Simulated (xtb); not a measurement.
C$_{3}$H$_{10}$B$_{3}$O$_{3}$ (SMILES CB1OB(C)[OH+]B(C)O1), charge +1, singlet, at a GFN2-xTB geometry. Base run: xtb 6.7.1 with GFN2-xTB.

xtb was given this input:
```
$ xtb mol.xyz --gfn 2 --chrg 1 --json

# file mol.xyz
19

C      1.55017480     2.52376653     0.43186327
B      0.74441431     1.20639358     0.21146577
O     -0.63297883     1.19769932     0.08470926
B     -1.40764061     0.15281059    -0.10721144
C     -2.96598204     0.14797066    -0.23653381
O     -0.69256398    -1.12749516    -0.19046388
B      0.76911319    -1.19419293    -0.06915601
C      1.46627084    -2.58911906    -0.18322750
O      1.35348684    -0.03089726     0.11833668
H      1.62532102     3.08286401    -0.50051865
H      2.56270630     2.34106553     0.77664846
H      1.05399689     3.19003835     1.13286680
H     -3.43049075     0.35078071     0.72812695
H     -3.30896210     0.94805819    -0.88868509
H     -3.38149943    -0.78580665    -0.60502846
H     -1.19421256    -1.94211873    -0.32808476
H      0.78690927    -3.43516332    -0.12737374
H      2.22242057    -2.71480915     0.58851612
H      2.00804252    -2.67012884    -1.12522737
```

Each row names what was changed in the base input (with any setting that the change needs).

```csv
change,ΔE vs base (mEh),HOMO-LUMO gap (eV),G_solv (kcal/mol),SCF cycles
base,0.000,4.88,-,12
alpb = ether,-73.043,5.01,-46.57,12
alpb = dmso,-84.152,5.06,-54.01,12
etemp = 1000,0.000,4.88,-,12
gbsa = chcl3,-71.898,5.06,-45.81,12
gbsa = acetonitrile,-82.005,5.07,-53.17,12
alpb = toluene,-67.613,4.97,-42.64,12
etemp = 10000,-18.572,5.15,-,12
```

ALPB and GBSA are two models with their own fitted parameters for each solvent, which aren't always the measured dielectric constant.
